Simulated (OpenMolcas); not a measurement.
Tc5+ among 6 point charges of -1.5 e arranged as an octahedron (Oh).

| Quantity | Value |
| --- | --- |
| Program | OpenMolcas |
| Method | SS-CASPT2, IPEA 0.25 Eh, imaginary shift 0.1 Eh (closed shells correlated: 4s 4p) |
| Basis | ANO-RCC-VTZP [7s6p4d2f1g] |
| Scalar Hamiltonian | DKH2, point nucleus |
| Active space | 2 electrons in 5 orbitals (4d) |
| State averaging | 2S+1 = 3 even, 10 roots; 2S+1 = 1 even, 15 roots |
| Spin-orbit coupling | state interaction with AMFI integrals over the reference wave functions |

All point charges move together. At R = 1.74 Å |10Dq| is 11594 cm-1, and at R = 1.92 Å it is 7355 cm-1.

**Question.** A third run gives 4691 cm-1. What distance was it run at?

**Answer.** With a power law R^-n the two known points give n = -ln(7355 / 11594) / ln(1.92 / 1.74) = 4.62. Then R = 1.74 × (11594 / 4691)^(1/4.62) = 2.116 Å. The run was at 2.13 Å, so the estimate is off by -0.014 Å.

Roots that are degenerate in the reference are averaged as groups; the widest CASPT2 spread within a group is 320 cm-1 (the 3-fold group of multiplicity 1 near 19800 cm-1 above the lowest state of its run, R = 2.13). Shifts and gaps below about the spread of the groups concerned are not significant. An orbital triplet at a regular site is open to Jahn-Teller coupling, which can distort the site and quench the lowest spin-orbit gaps and is left out. Free-ion shares, where given, are those of the reference states; single-state CASPT2 does not remix them. This field is weak: 10Dq is about 11594 cm-1, while octahedral complexes of 4d ions of charge 3 and more, computed by the same method with explicit ligands, had a median near 25000 cm-1. Ground spin and moment need not be those of a real site (figures for R = 1.74; the like holds for R = 1.92, R = 2.13). This is an electrostatic model: the charges have no orbitals. No measured value stands beside these numbers.
